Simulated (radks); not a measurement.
Spherical quantum dot in the effective-mass picture: electrons in a hard-walled sphere of radius 9.47, with a point charge +1 (a donor) at the centre, all in effective atomic units (hartree* = m*/eps^2 hartree, bohr* = eps/m* bohr), one dielectric constant everywhere. Calculated with a radial shooting solver with Libxc functionals: non-relativistic Kohn-Sham, LDA (Slater exchange, Perdew-Wang correlation), spin-polarised, spherical densities. Levels are named by radial order and angular momentum (1s, 1p, 1d, 2s, ...), and open shells are averaged over m.

N = 28, configuration 1s2 1p6 1d10 2s(up 1, down 0) 1f(up 7, down 2). This is the lowest configuration that the search found. Occupied and some empty levels:

level    occupation  eigenvalue (hartree*)  <r> (bohr*)
1s up             1                 3.3774        7.129
1s down           1                 3.3956        7.231
1p up             3                 3.3990        7.318
1p down           3                 3.4165        7.306
1d up             5                 3.4387        7.389
1d down           5                 3.4563        7.380
2s up             1                 3.4584        1.806
1f up             7                 3.4964        7.463
1f down           2                 3.5142        7.457
1g up             0                 3.5712        7.536
1g down           0                 3.5892        7.532
2s down           0                 3.6005        2.438
2p up             0                 3.7549        4.700
2p down           0                 3.7738        4.874
2d up             0                 3.8680        5.439
2d down           0                 3.8801        5.466

Energy (hartree*): total 48.0311, kinetic 8.1193, external -4.6861, Hartree 50.373, exchange-correlation -5.7752.

Electron density:

r (bohr*)  n(r) (e/bohr*^3)
0.528                0.1023
0.998               0.04015
1.47                0.01615
1.94               0.006677
2.41               0.002886
2.88               0.001401
3.35              0.0009044
3.82              0.0009188
4.29               0.001319
4.76               0.002152
5.23               0.003550
5.70               0.005664
6.17               0.008540
6.64                0.01188
7.11                0.01483
7.58                0.01592
8.05                0.01370
8.52               0.008291
8.99               0.002481
9.46              5.474e-06
